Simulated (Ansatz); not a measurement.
`FC#[C][GeH3]` + CH₃SH → `C[S][GeH3]` + `C#CF` at 500 K and 1 bar (ligand exchange at a Ge–C bond).

Program: Ansatz. Geometries: PBE0-D4/def2-TZVP. ΔE: electronic, gas phase. CCSD(T)/CBS is the MP2 limit (def2-TZVPP, def2-QZVPP) plus CCSD(T) − MP2 in def2-TZVPP, frozen cores. This one scheme is used for every species. For Ge outer-core shells are correlated without core-valence functions, which leaves a few kJ/mol of doubt a bond. Scalar relativity is left out up to krypton.

| species | CCSD(T)/CBS energy (Eh) | H − E (kJ/mol) | S (J/(mol·K)) |
| --- | --- | --- | --- |
| `FC#[C][GeH3]` | -2253.70460 | 129.0 | 353.3 |
| CH₃SH | -438.22835 | 145.1 | 283.7 |
| `C[S][GeH3]` | -2515.55711 | 202.3 | 377.6 |
| `C#CF` | -176.38388 | 76.5 | 257.9 |

H − E and S are ideal-gas, rigid-rotor, harmonic terms from PBE0-D4/def2-TZVP. 1 Eh = 2625.50 kJ/mol, R = 8.31446 J/(mol·K).

**Question.** By hand: ΔE, ΔH, ΔS and ΔG.

**Answer.** ΔE = (-2515.55711) + (-176.38388) − (-2253.70460) − (-438.22835) = -0.00804 Eh = -21.1 kJ/mol. Δ(H − E) = 202.3 + 76.5 − 129.0 − 145.1 = 4.7, so ΔH = -16.4 kJ/mol. ΔS = 377.6 + 257.9 − 353.3 − 283.7 = -1.5 J/(mol·K). ΔG = -16.4 − 500 × (-1.5)/1000 = -15.6 kJ/mol.

**Question.** By hand: the equilibrium constant, and the temperature at which ΔG would vanish if ΔH and ΔS stayed fixed.

**Answer.** log₁₀ K = −ΔG/(RT ln 10) = 1.6. ΔG = 0 at ΔH/ΔS = 10933 K, far beyond where these terms or the molecules hold.

The number of gas molecules stays the same, so ΔS is small and ΔH decides. A doubt of 5 kJ/mol in ΔE shifts log₁₀ K by 0.5 here. These are equilibria of isolated gas molecules and say nothing of rates. Largest T1 diagnostic: 0.013 (customary marks: 0.02 for closed shells, 0.045 for open ones).
